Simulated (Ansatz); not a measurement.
Ideal-gas functions of BH4NS2 (`NB(S)S`) at 500 K and 1 bar, from an Ansatz frequency run at PBE0-D4/def2-TZVP.

Molar mass 92.98 g/mol, point group Cs (symmetry number 1), electronic degeneracy 1, moments of inertia 79.879, 164.936, 244.814 u Å². Harmonic wavenumbers (cm⁻¹, unscaled): 122, 224, 305, 310, 414, 482, 512, 526, 768, 821, 846, 1111, 1354, 1635, 2705, 2728, 3631, 3730.

Use S(trans) = R[1.5 ln M + 2.5 ln T − 1.1517]; rotational temperatures θ = 24.2544 K / I; S(rot) = R[ln(√π/σ · √(T³/θAθBθC)) + 1.5]; for each mode x = 1.438777 ν̃/T, S = R[x/(eˣ − 1) − ln(1 − e⁻ˣ)] and H = RT x/(eˣ − 1); 1 cm⁻¹ = 0.0119627 kJ/mol; R = 8.31446 J/(mol·K).

By hand: the entropy, in J/(mol·K).

Translation 176.1. Rotation: θ = 0.3036, 0.1471, 0.0991 K, giving 117.3. Vibration, mode by mode: 17.06, 12.11, 9.66, 9.53, 7.33, 6.23, 5.81, 5.62, 3.23, 2.86, 2.71, 1.48, 0.84, 0.43, 0.03, 0.03, 0.00, 0.00, in all 85.0. Electronic 0.0. Sum 378.4 J/(mol·K).

By hand: H − E and G − E in kJ/mol, counted from the electronic energy.

Zero-point energy ½ × 22224 × 0.0119627 = 132.9; thermal vibration 23.5; translation, rotation and pV give 4 RT = 16.6. H − E = 173.0 kJ/mol, and G − E = 173.0 − 500 × 378.4/1000 = -16.2 kJ/mol.

Vibration gives 22 % of the entropy, 17.1 J/(mol·K) of it from the mode under 150 cm⁻¹: soft modes count most, and the harmonic formula is weakest for them. The sum counts one conformer and one mirror image; others add a mixing term.
